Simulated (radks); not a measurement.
Spherical jellium clusters: N electrons in a uniform positive sphere of charge N and radius rs N^(1/3), rs = 4.61 bohr. Calculated with a radial shooting solver with Libxc functionals: non-relativistic Kohn-Sham, LDA (Slater exchange, Perdew-Wang correlation), spin-polarised, spherical densities. Levels are named by radial order and angular momentum (1s, 1p, 1d, 2s, ...), and open shells are averaged over m.

N = 2, configuration 1s2. This is the lowest configuration that the search found. Occupied and some empty levels:

level  occupation  eigenvalue (eV)  <r> (bohr)
1s              2          -2.8575       4.598
1p              0          -1.2360       6.498
2s              0         -0.20811       11.93

Energy (eV): total -3.36021, kinetic 2.4676, external -21.758, Hartree 10.682, exchange-correlation -5.9954, background 11.244. Static polarisability (adiabatic kernel): 298.5 bohr^3, against R^3 = 195.9 for a classical metal sphere.

Electron density:

r (bohr)  n(r) (e/bohr^3)
0.200            0.004930
0.703            0.004831
1.21             0.004623
1.71             0.004312
2.21             0.003911
2.71             0.003439
3.22             0.002921
3.72             0.002390
4.22             0.001880
4.73             0.001419
5.23             0.001029
5.73            0.0007187
6.24            0.0004858
6.74            0.0003200
7.24            0.0002066
7.74            0.0001313
8.25           0.00008233
8.75           0.00005107
9.25           0.00003142
9.76           0.00001919
